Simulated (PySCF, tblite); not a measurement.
Species: C8H11O2P.
Atom-mapped SMILES: `[CH3:1][C:2]#[C:3][P@:4](=[O:5])([OH:6])[C:7]1=[CH:8][CH2:9][CH2:10][CH2:11]1` (hydrogens: H12, H13, H14 on C1; H15 on O6; H16 on C8; H17, H18 on C9; H19, H20 on C10; H21, H22 on C11)

Cartesian coordinates in Å at the GFN2-xTB level; atoms count from 1:
```
atom  x, y, z in Å
C1     3.9697    1.2354   -0.3198
C2     2.8846    0.2874   -0.2427
C3     1.9816   -0.5072   -0.2025
P4     0.6423   -1.6483    0.0175
O5     0.8575   -2.6836    1.0335
O6     0.4405   -2.2933   -1.4509
C7    -0.7944   -0.5879    0.2255
C8    -1.5606   -0.5805    1.3083
C9    -2.6436    0.4476    1.2193
C10   -2.5828    0.9162   -0.2473
C11   -1.2200    0.4384   -0.7819
H12    4.0756    1.6030   -1.3401
H13    3.7697    2.0771    0.3430
H14    4.8994    0.7566   -0.0141
H15    0.6014   -3.2349   -1.3694
H16   -1.4243   -1.2137    2.1675
H17   -3.6192    0.0398    1.4865
H18   -2.4281    1.2645    1.9140
H19   -3.3860    0.4460   -0.8150
H20   -2.6988    1.9952   -0.3332
H21   -1.2885    0.0135   -1.7836
H22   -0.4864    1.2483   -0.8154
```

Method: PBE0/pcSseg-1 in PySCF (dipole) on a GFN2-xTB geometry, gas phase.

Masses are those of the commonest isotopes; rigid-rotor values at the optimised geometry. The values belong to one conformer with, in the numbering `[CH3:1][C:2]#[C:3][P@:4](=[O:5])([OH:6])[C:7]1=[CH:8][CH2:9][CH2:10][CH2:11]1`, C3–P4–O6–H 119°, C3–P4–C7–C8 -120°, C7–C8–C9–C10 10°, C8–C9–C10–C11 -16°, C9–C10–C11–C7 16°, P4–C7–C11–C10 172°.

(1) Give the principal moments of inertia and the rotational constants in MHz.

(2) Classify the top.

(3) Is it planar, by Δ = Ic − Ia − Ib?

(4) Where do the levels up to J = 3 lie, in K?

(5) Which lines would a microwave search look for?

Results:

(1) Ia = 394.66, Ib = 791.98, Ic = 973.51 u·Å²; 505379 MHz·u·Å²/I gives A = 1281, B = 638.1, C = 519.1 MHz.

(2) An asymmetric top; Ray's κ = -0.687.

(3) Not planar: Δ = Ic − Ia − Ib = -213.13 u·Å². For a rigid frame Δ = −2 Σ m c², so Σ m c² = 106.57 u·Å² lies off the ab plane: 17.60 from hydrogen and 88.97 from heavier atoms. The atom farthest from that plane is 1.99 Å away.

(4) Above 0(0,0), as E/k:
J = 1: 1(0,1) 0.056, 1(1,1) 0.086, 1(1,0) 0.092
J = 2: 2(0,2) 0.166, 2(1,2) 0.192, 2(1,1) 0.209, 2(2,1) 0.301, 2(2,0) 0.302
J = 3: 3(0,3) 0.330, 3(1,3) 0.349, 3(1,2) 0.384, 3(2,2) 0.468, 3(2,1) 0.472, 3(3,1) 0.637, 3(3,0) 0.637
The levels of one J sum to (2J + 1)J(J + 1)(A + B + C)/3.

(5) The dipole components are |μa| = 0.05 D, |μb| = 3.48 D, |μc| = 1.07 D. The squared components, which scale the intensities, stand as 0.00 : 1.00 : 0.10 (a : b : c). Some lines, for components of 0.1 D or more:

| type | branch | J(Ka,Kc) | MHz | lower level (cm⁻¹) |
| --- | --- | --- | --- | --- |
| c | Q | 3(1,3) ← 3(0,3) | 410 | 0.229 |
| c | Q | 1(1,1) ← 1(0,1) | 642 | 0.039 |
| b | Q | 1(1,0) ← 1(0,1) | 761 | 0.039 |
| b | R | 4(2,2) ← 3(3,1) | 1310 | 0.443 |
| c | Q | 4(2,3) ← 4(1,3) | 1543 | 0.428 |
| b | Q | 3(2,1) ← 3(1,2) | 1833 | 0.267 |
| b | Q | 5(1,4) ← 5(0,5) | 1931 | 0.564 |
| b | R | 2(1,2) ← 1(0,1) | 2838 | 0.039 |
| b | R | 5(1,4) ← 4(2,3) | 4462 | 0.479 |
| c | R | 2(2,1) ← 1(1,1) | 4480 | 0.060 |
| b | R | 4(1,4) ← 3(0,3) | 4774 | 0.229 |
| b | Q | 5(4,1) ← 5(3,2) | 4850 | 0.793 |
| b | Q | 4(4,0) ← 4(3,1) | 4881 | 0.598 |
| b | Q | 5(4,2) ← 5(3,3) | 4882 | 0.792 |
| c | R | 3(2,2) ← 2(1,2) | 5756 | 0.133 |
| c | R | 4(1,3) ← 3(0,3) | 5956 | 0.229 |
| c | Q | 5(5,1) ← 5(4,1) | 6285 | 0.955 |
| b | R | 3(3,1) ← 2(2,0) | 6975 | 0.210 |
| c | R | 3(3,1) ← 2(2,1) | 6990 | 0.209 |
| b | R | 3(3,0) ← 2(2,1) | 6991 | 0.209 |
| c | R | 4(2,3) ← 3(1,3) | 7089 | 0.243 |
| c | R | 5(2,3) ← 4(1,3) | 7755 | 0.428 |
| b | R | 4(3,2) ← 3(2,1) | 8101 | 0.328 |
| b | R | 4(4,1) ← 3(3,0) | 9544 | 0.443 |
| b | R | 5(4,1) ← 4(3,2) | 10710 | 0.598 |
| c | R | 5(5,1) ← 4(4,1) | 12106 | 0.761 |

Its GFN2-xTB frequencies are all real (lowest 28 cm⁻¹). Zero-point vibration and centrifugal distortion are left out. A rigid rotor knows nothing of internal rotation, which can split or shift real lines.

Time: 75 s wall (grids of density and orbitals included); peak memory 1.1 GiB. Hardware: one thread, Arm Neoverse V1 (aarch64), on a shared host. This is the PBE0/pcSseg-1 job that gave the dipole, with the shieldings it also computed.
